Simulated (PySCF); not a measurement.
GeH⁺: frontier orbitals

M06-L at R = 1.590 Å; Ge def2-TZVPPD, H def2-TZVPPD; no relativity (PySCF 2.14). State: ¹Σ⁺ (singlet), closed shell. Only the outer orbitals are listed, counted within each symmetry.

```tsv
orbital	occ.	ε (eV)	on Ge (%)	main shells (%)
1δ	2	-39.90	100	100 Ge d
1δ	2	-39.90	100	100 Ge d
3π	2	-39.54	100	100 Ge d
3π	2	-39.54	100	100 Ge d
6σ	2	-39.43	100	100 Ge d
7σ	2	-20.29	87	84 Ge s, 13 H s
8σ	2	-14.00	58	46 H s, 37 Ge p, 20 Ge s
4π	0	-10.75	99	99 Ge p
4π	0	-10.75	99	99 Ge p
9σ	0	-5.33	69	28 Ge p, 27 Ge d, 20 H s
```

Which are the highest filled and the lowest empty level, where do they sit, and how wide is the gap?

Highest filled 8σ at -14.00 eV (in %: 46 H s, 37 Ge p, 20 Ge s); lowest empty 4π at -10.75 eV (in %: 99 Ge p); the gap at M06-L is 3.25 eV.

```
bond order (Mayer)                                                                                                : 0.69
⟨S²⟩                                                                                                              : 0.000
charge on Ge (Mulliken, basis-dependent)                                                                          : 1.11
charge on Ge (Löwdin, basis-dependent)                                                                            : 1.30
dipole moment (positive dipole points towards H; it is taken about the centre of mass and depends on that origin) : 0.30 D
```
